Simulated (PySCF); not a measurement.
Fill in the blanks.

C₅H₈O₂.
InChI=1S/C5H8O2/c1-7-5-3-2-4-6/h3-5H,2H2,1H3/b5-3-

Conformer (atom-mapped SMILES and torsion angles): `[CH3:1][O:2]/[CH:3]=[CH:4]\[CH2:5][CH:6]=[O:7]`: C1–O2–C3–C4 -171°, C3–C4–C5–C6 -100°, C4–C5–C6–O7 -128°.

| property | level | value |
| --- | --- | --- |
| point group of the GFN2-xTB geometry | GFN2-xTB | ? |
| rotational constants A, B, C of the GFN2-xTB geometry | GFN2-xTB | 8.075, 1.108, 1.038 GHz |
| dipole moment | PBE0/def2-SVPD | ? |
| HOMO energy | PBE0/def2-SVPD | ? |
| LUMO energy | PBE0/def2-SVPD | ? |
| lowest singlet excitation | TDDFT PBE0/def2-SVPD | 4.23 eV (293 nm, f = 0.011) |
| strongest line among the 6 lowest singlet transitions | TDDFT PBE0/def2-SVPD | S4 at 6.45 eV (192 nm, f = 0.193) |
| lowest triplet excitation (Tamm–Dancoff) | TDA PBE0/def2-SVPD | 3.58 eV |
| static isotropic polarisability | PBE0/def2-SVPD | ? |
| electronic spatial extent ⟨r²⟩ about the centre of nuclear charge | PBE0/def2-SVPD | 1106 bohr² |
| 13C chemical shifts (computed TMS as zero) by class | GIAO PBE0/pcSseg-1 | ? |
| 1H chemical shifts (computed TMS as zero) by class | GIAO PBE0/pcSseg-1 | 9.50 (1 H), 6.41 (1 H), 4.58 (1 H), 3.87 (3 H), 3.11 (2 H) ppm |
| isotropic shieldings of nuclei other than C and H, by class | GIAO PBE0/pcSseg-1 | -357 (1 O), 239 (1 O) ppm |

Gas-phase values; electronic properties from PySCF, density fitting. One conformer (not necessarily the lowest) at the GFN2-xTB geometry, without solvent or vibrations. NMR classes are plain means over equivalent atoms (diastereotopic ones count apart unless rotation or inversion swaps them), as if these changed places fast; in this geometry the members of some classes differ.

(1) What is the dipole moment?

(2) Give the HOMO energy.

(3) The point group of the GFN2-xTB geometry?

(4) The static isotropic polarisability?

(5) What are the 13C chemical shifts (computed TMS as zero) by class?

(6) Give the LUMO energy.

Answers

(1) 4.74 D.

(2) -6.72 eV.

(3) C1.

(4) 72.0 au.

(5) 203.1 (1 C), 157.3 (1 C), 102.4 (1 C), 60.5 (1 C), 44.5 (1 C) ppm.

(6) -0.73 eV.

The rotational constants make it an asymmetric top with κ = (2B − A − C)/(A − C) = -0.98, nearer the prolate limit (−1). No computed singlet falls in the visible range (750 to 380 nm, 1.65 to 3.26 eV); S1 lies 0.97 eV above its blue end. The principal polarisabilities are 55.7, 59.9 and 100.3 au; their mean is the isotropic value. The polarisability is 10.67 Å³ as a volume (1 au = 0.148185 Å³), or 1.33 au for each of the 54 electrons.
